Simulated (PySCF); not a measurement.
1-bromo-3-fluoropropa-1,2-diene (C₃H₂BrF), SMILES FC=C=CBr. Heavy atoms are numbered as in [F:1][CH:2]=[C:3]=[CH:4][Br:5]. Hydrogens are named by the atom that carries them.

Coordinates come from a B3LYP-D3(BJ)/def2-SVP optimisation.

Computed with PBE/pcSseg-1 (PySCF).

GIAO shieldings, no solvent; atoms alike by connectivity are averaged. δ = σ(ref) − σ: ¹⁹F against CFCl3 (σ = 133.6 ppm); ¹³C against TMS (σ = 182.0 ppm); ¹H against TMS (σ = 31.49 ppm), references at their B3LYP-D3(BJ)/def2-TZVP geometries, non-relativistic (without spin–orbit terms, shifts of atoms bonded to Cl or Br come out too high).

Computed chemical shifts:
```json
[
 {"nucleus": "¹⁹F", "atoms": "F1", "count": "1", "δ (ppm)": "-155.4"},
 {"nucleus": "¹³C", "atoms": "C3", "count": "1", "δ (ppm)": "207.9"},
 {"nucleus": "¹³C", "atoms": "C2 (CH)", "count": "1", "δ (ppm)": "143.8"},
 {"nucleus": "¹³C", "atoms": "C4 (CH)", "count": "1", "δ (ppm)": "112.5"},
 {"nucleus": "¹H", "atoms": "H on C2", "count": "1", "δ (ppm)": "7.84"},
 {"nucleus": "¹H", "atoms": "H on C4", "count": "1", "δ (ppm)": "7.12"}
]
```
